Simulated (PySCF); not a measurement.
Cl2Se, charge -1, doublet, at a GFN2-xTB geometry (a state made from the parent by changing its charge; the spin is typed, not shown lowest); DF-B3LYP/cc-pVTZ (PySCF).

The PySCF input:
```python
from pyscf import gto, scf, dft

mol = gto.Mole()
mol.atom = '''
    Se    0.09953013    0.11985247    0.83385844
    Cl    1.01690937    1.22996103   -0.75042855
    Cl   -1.21596964   -1.46966598   -0.91728834
'''
mol.basis = 'cc-pvtz'
mol.charge = -1
mol.spin = 1
mol.verbose = 4
mol.build()

mf = dft.UKS(mol)
mf.xc = 'b3lyp'
mf = mf.density_fit(auxbasis='def2-universal-jkfit')
mf.kernel()
```

The log (banner, timings and long lists left out):

```
PySCF version 2.14.0

[INPUT] verbose = 4
[INPUT] num. atoms = 3
[INPUT] num. electrons = 69
[INPUT] charge = -1
[INPUT] spin (= nelec alpha-beta = 2S) = 1
[INPUT] symmetry False subgroup None
[INPUT] Mole.unit = angstrom
[INPUT] Symbol           X                Y                Z      unit          X                Y                Z       unit  Magmom
[INPUT]  1 Se     0.099530130000   0.119852470000   0.833858440000 AA    0.188084686842   0.226488343653   1.575764078257 Bohr   0.0
[INPUT]  2 Cl     1.016909370000   1.229961030000  -0.750428550000 AA    1.921680202804   2.324289490588  -1.418104435554 Bohr   0.0
[INPUT]  3 Cl    -1.215969640000  -1.469665980000  -0.917288340000 AA   -2.297849595386  -2.777266196791  -1.733423739857 Bohr   0.0

nuclear repulsion = 299.486386983652
number of shells = 28
number of NR pGTOs = 229
number of NR cGTOs = 111
basis = cc-pvtz
ecp = {}

******** <class 'pyscf.df.df_jk.DFUKS'> ********
method = DFUKS
initial guess = minao
damping factor = 0
level_shift factor = 0
DIIS = <class 'pyscf.scf.diis.CDIIS'>
diis_start_cycle = 1
diis_space = 8
diis_damp = 0
SCF conv_tol = 1e-09
SCF conv_tol_grad = None
SCF max_cycles = 50
direct_scf = False
number electrons alpha = 35  beta = 34
XC library pyscf.dft.libxc version 7.1.2
    S. Lehtola, C. Steigemann, M. J. T. Oliveira, and M. A. L. Marques,  SoftwareX 7, 1–5 (2018)
XC functionals = b3lyp
    P. J. Stephens, F. J. Devlin, C. F. Chabalowski, and M. J. Frisch,  J. Phys. Chem. 98, 11623 (1994)
radial grids:
    Treutler-Ahlrichs [JCP 102, 346 (1995); DOI:10.1063/1.469408] (M4) radial grids

becke partition: Becke, JCP 88, 2547 (1988); DOI:10.1063/1.454033
pruning grids: <function nwchem_prune>
grids dens level: 3
symmetrized grids: False
atomic radii adjust function: <function treutler_atomic_radii_adjust>
small_rho_cutoff = 0
Set gradient conv threshold to 3.16228e-05
tot grids = 58184
******** <class 'pyscf.df.df.DF'> ********
auxbasis = def2-universal-jkfit
init E= -3321.2538935444

cycle= 1 E= -3322.11766576921  delta_E= -0.864  |g|= 0.319  |ddm|= 1.13
cycle= 2 E= -3322.01540774842  delta_E= 0.102  |g|= 0.518  |ddm|= 0.864
cycle= 3 E= -3322.17499217192  delta_E= -0.16  |g|= 0.0664  |ddm|= 0.576
cycle= 4 E= -3322.17797879686  delta_E= -0.00299  |g|= 0.0322  |ddm|= 0.116
cycle= 5 E= -3322.17851523192  delta_E= -0.000536  |g|= 0.00959  |ddm|= 0.0281
cycle= 6 E= -3322.17856465536  delta_E= -4.94e-05  |g|= 0.00288  |ddm|= 0.00965
cycle= 7 E= -3322.17856923571  delta_E= -4.58e-06  |g|= 0.00133  |ddm|= 0.00351
cycle= 8 E= -3322.17857039379  delta_E= -1.16e-06  |g|= 0.000422  |ddm|= 0.00174
cycle= 9 E= -3322.17857052015  delta_E= -1.26e-07  |g|= 0.00011  |ddm|= 0.000452
cycle= 10 E= -3322.17857052916  delta_E= -9.02e-09  |g|= 3.31e-05  |ddm|= 0.000159
cycle= 11 E= -3322.17857053013  delta_E= -9.65e-10  |g|= 8.65e-06  |ddm|= 5.49e-05
Extra cycle  E= -3322.17857053018  delta_E= -4.91e-11  |g|= 6.69e-06  |ddm|= 2.1e-05
converged SCF energy = -3322.17857053018  <S^2> = 0.7529054  2S+1 = 2.0029033
```
